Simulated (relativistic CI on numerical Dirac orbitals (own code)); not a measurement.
**Slater and spin-orbit integrals, Ir⁵⁺**

These numbers are calculated, not measured: Dirac-Coulomb-Breit CI, KLI orbitals optimised for each configuration, a model potential for QED, valence Slater integrals scaled by 0.85, P86 correlation energy added to each configuration (own radial code, finite nucleus).

Slater integrals F^k, G^k are unscaled and averaged over j, outside the closed core [Kr] 4d10 4f14 5s2; ζ comes from projecting the Hamiltonian with its Breit term on Σ l·s of the shell.

- 5p⁶5d⁴: F^2(5d,5d) = 73630, F^4(5d,5d) = 49463, ζ(5d) = 4867.5 cm⁻¹; <r>(5d) = 1.431, <r^2>(5d) = 2.33 (bohr units).
- 5p⁶5d³6s: F^2(5d,5d) = 74301, F^4(5d,5d) = 49941, ζ(5d) = 5118.4, G^2(5d,6s) = 24344 cm⁻¹; <r>(5d) = 1.417, <r^2>(5d) = 2.286, <r>(6s) = 2.152, <r^2>(6s) = 5.147 (bohr units).
- 5p⁶5d³5f: F^2(5d,5d) = 74801, F^4(5d,5d) = 50321, ζ(5d) = 5200.9, F^2(5d,5f) = 37071, F^4(5d,5f) = 21636, G^1(5d,5f) = 36481, G^3(5d,5f) = 22269, G^5(5d,5f) = 15740, ζ(5f) = 9.7244 cm⁻¹; <r>(5d) = 1.409, <r^2>(5d) = 2.259, <r>(5f) = 2.6, <r^2>(5f) = 7.724 (bohr units).

Give the Racah parameters of the d shell in 5p⁶5d⁴.

B = F²/49 − 5F⁴/441 = 942 cm⁻¹ and C = 35F⁴/441 = 3926 cm⁻¹.

In this model ζ of a weakly bound d, f or g electron outside closed shells comes out too small, for d by up to a factor of two or three and at times with the wrong sign; that of an outer p electron is too small as well.

Averages of the first 10 configurations, taken without configuration mixing, which lowers the lowest level and can move excited configurations by several eV; other configurations of the list can lie among them:

| Configuration | Parity | States | Average energy above the lowest level (eV) |
| --- | --- | --- | --- |
| 5p⁶5d⁴ | even | 210 | 5.1 |
| 5p⁶5d³6s | even | 240 | 18.5 |
| 5p⁶5d³5f | odd | 1680 | 44.5 |
| 5p⁶5d³6p | odd | 720 | 29.8 |
| 5p⁶5d³5g | even | 2160 | 58.1 |
| 5p⁵5d⁵ | odd | 1512 | 60.9 |
| 5p⁶5d³6d | even | 1200 | 43.7 |
| 5p⁶5d²6s6p | odd | 540 | 44.4 |
| 5p⁶5d³7s | even | 240 | 45.8 |
| 5p⁶5d³7p | odd | 720 | 50.4 |
